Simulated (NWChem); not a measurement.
Molecule: CH$_{3}$ClMgS; SMILES C[S][Mg][Cl]

```xyz
7

Mg     0.2188    -0.4971     0.0008
Cl    -0.1103    -2.6755    -0.0003
S      0.6131     1.7669    -0.0003
C     -1.0612     2.5133    -0.0002
H     -1.6196     2.2794    -0.9173
H     -0.9201     3.6021     0.0421
H     -1.6529     2.2155     0.8766
```
Atoms are numbered in this order, from 1.

Results from NWChem. Coordinates come from a PBE0/def2-SVP optimisation. Level M06-2X/def2-SVP: energy and gradient on several grids; changes count from the extra-fine grid, which is no exact limit either.

```json
[
 {"grid": "xcoarse", "size of the energy change (μHa)": "8000", "largest change of a gradient component (μHa/bohr)": "4000", "time, medium = 1 (rough)": "about 1"},
 {"grid": "coarse", "size of the energy change (μHa)": "300", "largest change of a gradient component (μHa/bohr)": "600", "time, medium = 1 (rough)": "about 1"},
 {"grid": "medium", "size of the energy change (μHa)": "< 10", "largest change of a gradient component (μHa/bohr)": "300", "time, medium = 1 (rough)": "about 1"},
 {"grid": "fine", "size of the energy change (μHa)": "< 10", "largest change of a gradient component (μHa/bohr)": "40", "time, medium = 1 (rough)": "about 1"},
 {"grid": "xfine", "size of the energy change (μHa)": "< 10", "largest change of a gradient component (μHa/bohr)": "< 30", "time, medium = 1 (rough)": "2"}
]
```
